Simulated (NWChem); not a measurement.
# NH₂SeF; SMILES N[Se]F

```xyz
5

Se     0.4010     0.0147     0.0000
F     -0.6402    -1.4426     0.0000
N     -0.7576     1.3481     0.0000
H     -1.2846     1.5240     0.8503
H     -1.2846     1.5240    -0.8503
```
Atoms are numbered in this order, from 1.

Results from NWChem. Pople sets run with spherical d functions. Geometry: optimised at PBE0/def2-SVP. Total energies compare along this basis series because the functional is fixed.

```
level          basis functions  energy (Ha)  highest occupied level (eV)  orbital gap (eV)  dipole (D)
-------------  ---------------  -----------  ---------------------------  ----------------  ----------
PBE0/STO-3G                 30   -2528.0768                        -3.38              7.43        1.60
PBE0/3-21G                  44   -2544.6515                   (withheld)        (withheld)  (withheld)
PBE0/6-31G*                 64   -2556.5698                        -6.41              5.73        2.46
PBE0/6-311G**               92   -2556.8858                        -6.58              5.64        2.55
```

Question: Fill in the missing entries.

Answer: 
- PBE0/3-21G, highest occupied level (eV): -6.10
- PBE0/3-21G, orbital gap (eV): 6.16
- PBE0/3-21G, dipole (D): 2.24
